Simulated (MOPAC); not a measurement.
MOPAC input (PM3):

```
PM3 PRECISE GNORM=0.05 LET XYZ GEO-OK AUX(PRECISION=9) THREADS=1
BClO

B    -0.00000000 1   -0.00000000 1   -0.63426100 1
O    -0.00000000 1   -0.00000000 1   -1.83903300 1
Cl    0.00000000 1    0.00000000 1    1.05197400 1
```

From the output:

```
                                                       MOPAC v23.2.5 Linux

          FINAL HEAT OF FORMATION =        -95.86084 KCAL/MOL =    -401.08178 KJ/MOL

          COSMO AREA              =         80.66 SQUARE ANGSTROMS
          COSMO VOLUME            =         63.02 CUBIC ANGSTROMS

          GRADIENT NORM           =          0.04924          =       0.02843 PER ATOM
          IONIZATION POTENTIAL    =         11.005910 EV
          HOMO LUMO ENERGIES (EV) =        -11.006  1.382
          NO. OF FILLED LEVELS    =          8
          MOLECULAR WEIGHT        =         62.2624         POINT GROUP:  C*v

          MOLECULAR DIMENSIONS (Angstroms)

            Atom       Atom       Distance
           Cl     3    O     2     2.80857
           Cl     3    O     2     0.00000
            O     2    B     1     0.00000

          SCF CALCULATIONS        =          9

   ATOM   CHEMICAL          X               Y               Z
  NUMBER   SYMBOL      (ANGSTROMS)     (ANGSTROMS)     (ANGSTROMS)

     1       B          0.00000000  *   0.00000000  *  -0.59467397  *
     2       O         -0.00000000  *  -0.00000000  *  -1.80279660  *
     3      Cl          0.00000000  *   0.00000000  *   1.00577175  *

                             CARTESIAN COORDINATES

   1    B        0.000000000     0.000000000    -0.594673965
   2    O       -0.000000000    -0.000000000    -1.802796599
   3   Cl        0.000000000     0.000000000     1.005771752

           Empirical Formula: O B Cl  =     3 atoms

      MOLECULAR POINT GROUP   :   C*v

                  EIGENVALUES
 -56.48055 -37.26145 -19.43437 -15.80177 -15.80177 -14.02757 -11.00591 -11.00591
   1.38157   1.38157   1.47242   5.55947

              NET ATOMIC CHARGES AND DIPOLE CONTRIBUTIONS

  ATOM NO.   TYPE          CHARGE      No. of ELECS.   s-Pop       p-Pop
    1          B          -0.280972        3.2810     1.08844     2.19254
    2          O          -0.037831        6.0378     1.77295     4.26489
    3         Cl           0.318804        6.6812     1.95130     4.72989
 DIPOLE           X         Y         Z       TOTAL
 POINT-CHG.     0.000     0.000     2.670     2.670
 HYBRID         0.000    -0.000    -0.772     0.772
 SUM            0.000    -0.000     1.899     1.899

          ATOMIC ORBITAL ELECTRON POPULATIONS

     Atom    s        px        py        pz
    1  B   1.08844   0.70500   0.70500   0.78253
    2  O   1.77295   1.44680   1.44680   1.37128
    3 Cl   1.95130   1.84820   1.84820   1.03349

 **********************
 *                    *
 * JOB ENDED NORMALLY *
 *                    *
 **********************

 == MOPAC DONE ==
```

The geometry given is a B3LYP-D3(BJ)/def2-TZVP minimum.
